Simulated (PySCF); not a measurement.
**Radial density of Sb²⁺ (antimony, charge +2)**

B3LYP, [Kr] 4d10 5s2 5p1, 2P determinant. Calculation: PySCF 2.14, in aug-cc-pVQZ-PP with one added diffuse shell each of s, p, d, f, g type with ECP28MDF (8s8p6d4f3g, 117 functions); a scalar-relativistic core potential. This is the valence pseudo-density: the core potential removes the inner electrons and smooths the orbitals near the nucleus.

```csv
r (bohr),4πr²ρ (e/bohr),4πr²(ρα − ρβ)
0.00408,2.620e-05,0.0000
0.00686,6.636e-05,0.0000
0.0115,0.0001509,0.0000
0.0194,0.0003065,0.0000
0.0326,0.0005158,0.0000
0.0549,0.0008229,0.0000
0.0923,0.002705,0.0000
0.155,0.02634,0.0001
0.261,0.4075,0.0013
0.439,6.532,0.0342
0.739,24.49,0.0752
1.24,10.51,0.0627
2.09,2.404,0.5328
3.52,0.3464,0.1818
5.92,0.004304,0.0036
```

Energies and moments cover only the electrons outside the core potential.
